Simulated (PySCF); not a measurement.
**Fractional electron number in Cu⁻ (copper, charge -1)**

The 4s beta orbital of [Ar] 3d10 4s2 is emptied in steps (occupation f), with all orbitals relaxed, ending at [Ar] 3d10 4s1. Calculation: PySCF 2.14, in aug-pcseg-2 (7s5p4d3f2g, 81 functions); no relativity, point nucleus. The exact energy is a straight line in f; departures are measured from the line between the end points of the same method.

| f | BHandHLYP (eV) | r2SCAN0 (eV) |
| --- | --- | --- |
| 1 | 0.000 | 0.000 |
| 0.9 | -0.089 | -0.125 |
| 0.7 | -0.217 | -0.297 |
| 0.5 | -0.268 | -0.359 |
| 0.3 | -0.234 | -0.305 |
| 0.1 | -0.104 | -0.133 |
| 0 | 0.000 | 0.000 |

| method | E(f=0) − E(f=1) (eV) | −ε at f=1 (eV) | −ε at f=0.5 (eV) |
| --- | --- | --- | --- |
| BHandHLYP | 0.877 | -0.091 | 0.827 |
| r2SCAN0 | 0.963 | -0.408 | 0.941 |

Orbital energy along the path (eV):

```json
{"f": "1", "BHandHLYP": "0.091", "r2SCAN0": "0.408"}
{"f": "0.9", "BHandHLYP": "-0.065", "r2SCAN0": "0.162"}
{"f": "0.7", "BHandHLYP": "-0.421", "r2SCAN0": "-0.372"}
{"f": "0.5", "BHandHLYP": "-0.827", "r2SCAN0": "-0.941"}
{"f": "0.3", "BHandHLYP": "-1.279", "r2SCAN0": "-1.522"}
{"f": "0.1", "BHandHLYP": "-1.782", "r2SCAN0": "-2.138"}
{"f": "0", "BHandHLYP": "-2.048", "r2SCAN0": "-2.433"}
```

At f = 1 the orbital energy is positive for BHandHLYP, r2SCAN0: only the finite basis holds the electron.

Reference removal energy between the ground levels: 1.236 eV (measured; photodetachment measurements, as compiled on the Wikipedia data page of electron affinities).
